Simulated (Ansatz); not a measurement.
The cluster GeSe2⁺. The state is a doublet with charge 1. Geometry PBE0-D4/def2-TZVP; atoms count from 1.

Cartesian coordinates in Å:
```
Ge -0.004 0.003 -0.004
Se 1.671 0.089 -1.345
Se -1.667 -0.092 1.350
```

Another isomer (doublet) lies 1.42 eV lower at PBE0-D4/def2-TZVP; other spin states weren't run for this one.

(1) Estimate the Mulliken populations from the PBE0/def2-TZVP orbitals of Ansatz.

(2) Where does the spin sit?

(3) And the Mayer bond orders between bonded heavy atoms (over 0.3)?

Results:

(1) 
| atom | charge (e) | spin (α − β) |
| --- | --- | --- |
| Ge1 | 0.67 | -0.27 |
| Se2 | 0.16 | 0.64 |
| Se3 | 0.16 | 0.64 |
Mulliken values and Mayer orders depend strongly on the basis.

(2) Summed by element: Ge -0.27, Se 1.27, of 1 unpaired in all. Largest on single atoms: Se2 0.64, Se3 0.64, Ge1 -0.27.

(3) Ge1–Se2 1.84 (2.15 Å); Ge1–Se3 1.84 (2.15 Å). Values over 0.3 also appear between atoms too far apart for a bond (Se2–Se3 0.36 at 4.29 Å); they arise where an orbital or an unpaired electron spreads over both atoms.
